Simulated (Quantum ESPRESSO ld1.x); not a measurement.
Task: Species: Os+. Configuration: [Xe] 4f14 5d6 7s1 (not the ground configuration). All-electron calculation, scalar-relativistic Kohn-Sham, LDA (Slater exchange, VWN5 correlation), spin-polarised, spherical densities, point nucleus; open shells are filled with parallel spins first. Program: ld1.x of Quantum ESPRESSO 7.5. Some entries of the table are withheld. Estimate them.

orbital  occ.  eigenvalue (hartree)  <1/r> (bohr^-1)  r(max) (bohr)
1s up       1              -2713.28            90.44          0.011
1s down     1              -2713.28            90.44          0.011
2s up       1              -472.960            21.17          0.063
2s down     1              -472.952            21.17          0.063
2p up       3              -412.020            19.05          0.052
2p down     3              -412.013            19.05          0.052
3s up       1              -110.393            7.841          0.179
3s down     1              -110.389            7.841          0.179
3p up       3              -92.5038            7.208          0.177
3p down     3              -92.4997            7.208          0.177
3d up       5              -72.4934            6.802          0.145
3d down     5              -72.4874            6.802          0.145
4s up       1              -23.6290            3.347          0.406
4s down     1              -23.6207            3.347          0.406
4p up       3              -17.7598            3.033          0.427
4p down     3              -17.7514            3.033          0.427
4d up       5              -10.4752            2.707          0.436
4d down     5              -10.4651            2.707          0.436
5s up       1              -3.85400            1.335          0.913
5s down     1              -3.79040            1.343          0.913
4f up       7                   (1)            2.238            (2)
5p up       3              -2.36292              (3)           1.03
4f down     7                   (4)            2.244            (5)
5p down     3              -2.28407              (6)           1.03
5d up       5              -0.71260           0.7646           1.35
5d down     1              -0.62191           0.7596           1.35
7s up       1              -0.20280           0.2018           5.87
7s down     0              -0.17802           0.1941           6.11

Result: 
(1) 4f up eigenvalue (hartree): -2.37775
(2) 4f up r(max) (bohr): 0.406
(3) 5p up <1/r> (bohr^-1): 1.127
(4) 4f down eigenvalue (hartree): -2.36124
(5) 4f down r(max) (bohr): 0.406
(6) 5p down <1/r> (bohr^-1): 1.135
